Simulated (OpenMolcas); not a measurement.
**SnNH4F (SMILES [NH2][SnH2][F]): the vertical energy of the triplet above the singlet, rung by rung**

The species is SnNH4F (7 atoms), meant as a singlet with charge 0. As SMILES, `[NH2][SnH2][F]`. The shape is that of a PBE0-D4/def2-TZVP optimisation. This is one conformer, not always the lowest.

Each level gives the vertical energy of the triplet above the singlet (eV). The values are calculated.

```tsv
level	kind	program	value (eV)	less CCSD(T)/def2-SVP	CPU time (all runs)
HF/def2-SVP (core potential)	Hartree–Fock	OpenMolcas	5.16	-0.60	17 s
SVWN5/def2-SVP (core potential)	LDA	OpenMolcas	5.52	-0.24	83 s
PBE/def2-SVP (core potential)	GGA	OpenMolcas	5.38	-0.38	84 s
revPBE/def2-SVP (core potential)	GGA	OpenMolcas	5.38	-0.38	83 s
r2SCAN/def2-SVP (core potential)	meta-GGA	OpenMolcas	5.43	-0.33	1.8 min
BHLYP/def2-SVP (core potential)	global hybrid	OpenMolcas	5.51	-0.25	75 s
M06-2X/def2-SVP (core potential)	hybrid meta-GGA	OpenMolcas	5.83	+0.07	1.7 min
CCSD(T)/def2-SVP (core potential), open shells restricted	coupled cluster or CI	OpenMolcas	5.76	0.00	2.1 min
```

Differences are taken from CCSD(T)/def2-SVP (core potential), open shells restricted for orientation; it has basis-set and higher-order errors of its own. Spin-orbit coupling, which can split open shells on such heavy atoms by tenths of an eV, is left out. The values span 5.16 to 5.83 eV. A triplet this far above the singlet is often a Rydberg-like or dissociative state; sets without diffuse functions put Rydberg states too high. In the correlated wave-function rows the outer d shell of Sn is correlated, in sets not made for it. CPU times are rough (shared hosts, several kinds of processor): they show what a rung costs within a factor of a few.
